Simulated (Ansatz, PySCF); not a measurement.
H₉PSi₃, SMILES [SiH3]P([SiH3])[SiH3]. Atoms are numbered in the order given.

```xyz
13

Si    -0.7076     1.7974    -0.4250
P      0.2240    -0.2134    -0.8814
Si     1.8417    -0.1675     0.6999
Si    -1.2622    -1.5007     0.2384
H      0.2384     2.8601    -0.8776
H     -1.0034     1.9971     1.0285
H     -1.9806     1.9045    -1.1978
H      2.8646     0.8388     0.2873
H      2.4716    -1.5199     0.7579
H      1.3304     0.1892     2.0605
H     -0.7236    -2.8923     0.2896
H     -2.5469    -1.4938    -0.5223
H     -1.5216    -1.0284     1.6346
```

Geometry: r2SCAN-D4/def2-SVP.

Two levels are set side by side: PBE-D3(BJ)/def2-SVP (Ansatz, an electronic-structure program) and r2SCAN-D4/def2-SVP (Ansatz). Each level has its own optimised geometry; the coordinates shown are those of the second. Frequencies come from the Hessian of PySCF at each geometry. Differences are taken from unrounded values.

```csv
quantity,r2SCAN-D4
mean bond length (Å),1.686
bond Si1–P2 (Å),2.263
bond P2–Si3 (Å),2.263
bond P2–Si4 (Å),2.263
bond Si1–H5 (Å),1.493
bond Si1–H6 (Å),1.497
bond Si1–H7 (Å),1.493
bond Si3–H8 (Å),1.493
bond Si3–H9 (Å),1.493
bond Si3–H10 (Å),1.497
bond Si4–H11 (Å),1.493
bond Si4–H12 (Å),1.493
bond Si4–H13 (Å),1.497
highest harmonic wavenumber (cm⁻¹),2233
mean harmonic wavenumber (cm⁻¹),1023
zero-point energy (kcal/mol),48.25
```

Question: What does PBE-D3(BJ) give, and how far is it from r2SCAN-D4? (The exact figures need the calculation; the answer reports its results.)

Answer: 
| quantity | PBE-D3(BJ) | PBE-D3(BJ) minus r2SCAN-D4 |
|---|---|---|
| mean bond length (Å) | 1.697 | 0.011 |
| bond Si1–P2 (Å) | 2.275 | 0.012 |
| bond P2–Si3 (Å) | 2.275 | 0.012 |
| bond P2–Si4 (Å) | 2.275 | 0.012 |
| bond Si1–H5 (Å) | 1.504 | 0.011 |
| bond Si1–H6 (Å) | 1.507 | 0.011 |
| bond Si1–H7 (Å) | 1.504 | 0.011 |
| bond Si3–H8 (Å) | 1.504 | 0.011 |
| bond Si3–H9 (Å) | 1.504 | 0.011 |
| bond Si3–H10 (Å) | 1.507 | 0.011 |
| bond Si4–H11 (Å) | 1.504 | 0.011 |
| bond Si4–H12 (Å) | 1.504 | 0.011 |
| bond Si4–H13 (Å) | 1.507 | 0.011 |
| highest harmonic wavenumber (cm⁻¹) | 2176 | -58 |
| mean harmonic wavenumber (cm⁻¹) | 991 | -32 |
| zero-point energy (kcal/mol) | 46.76 | -1.49 |
